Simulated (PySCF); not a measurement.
Excitation energies in several basis sets

Species: C₄H₈Se.
SMILES: `C/C=C\[Se]C`

TDDFT with PBE0 (PySCF), vertical singlets, core orbitals frozen in the response, spherical d and f functions. Geometry: PBE0-D3(BJ)/def2-SVP, one conformer, isolated molecule. The PBE0/6-31G* calculation is non-relativistic and has no spin–orbit coupling, an omission that weighs most on selenium.

| basis | functions | diffuse | S1 (eV) | S2 (eV) | S3 (eV) | S4 (eV) | S5 (eV) | LUMO (eV) | α (au) |
| --- | --- | --- | --- | --- | --- | --- | --- | --- | --- |
| 6-31G* | 104 | no | 4.80 | 5.72 | 6.30 | 7.25 | 7.41 | 0.79 | 66.8 |
| def2-SVP | 128 | no | 4.82 | 5.56 | 6.25 | 6.66 | 7.40 | 0.56 | 68.7 |
| def2-SVPD | 185 | yes | 4.59 | 5.32 | 5.33 | 5.50 | 6.16 | 0.18 | 81.8 |
| aug-cc-pVDZ | 200 | yes | 4.49 | 4.80 | 5.17 | 5.28 | 5.51 | -0.12 | 83.2 |
| def2-TZVP | 220 | no | 4.69 | 5.38 | 5.81 | 6.18 | 6.86 | 0.35 | 78.0 |
| def2-TZVPD | 277 | yes | 4.53 | 5.09 | 5.29 | 5.30 | 5.82 | 0.03 | 83.5 |

How much do these states and the polarisability depend on the basis?

States are compared by their number. Against the largest diffuse basis here (def2-TZVPD, itself not a converged limit), sets without diffuse functions differ by up to 0.29 eV in S1 and 1.59 eV in S5; the smaller diffuse sets differ by up to 0.06 and 0.34 eV. State by state, the largest deviation of a set without diffuse functions is S1 0.29, S2 0.63, S3 1.01, S4 1.96, S5 1.59 eV. The same number needn't mean the same state in each row. Against def2-TZVPD the polarisability deviates by -20% in 6-31G*, -18% in def2-SVP, -2% in def2-SVPD, 0% in aug-cc-pVDZ, -7% in def2-TZVP.
